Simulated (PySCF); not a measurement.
Computed shifts of a molecule C2H6BClO, PySCF with PBE/pcSseg-1, GIAO, gas phase, atoms alike by connectivity averaged where their shifts nearly agree, in ppm (number of nuclei): ¹³C: 60.1 (1), 2.4 (1). ¹H: 4.32 (3), 0.88 (3). References: ¹¹B against BF3 (σ = 83.9 ppm); ³⁵Cl against HCl (σ = 936.5 ppm); ¹³C against TMS (σ = 182.0 ppm); ¹H against TMS (σ = 31.49 ppm); ¹⁷O against H2O (σ = 334.3 ppm), references at their B3LYP-D3(BJ)/def2-TZVP geometries, non-relativistic (without spin–orbit terms, shifts of atoms bonded to Cl or Br come out too high). The structure is a stationary point at B3LYP-D3(BJ)/def2-SVP. One conformer was computed; it need not be the lowest.

### Question
Which structure fits?
(A) CCB(O)Cl
(B) CCOBCl
(C) COB(C)Cl

### Answer
C, COB(C)Cl
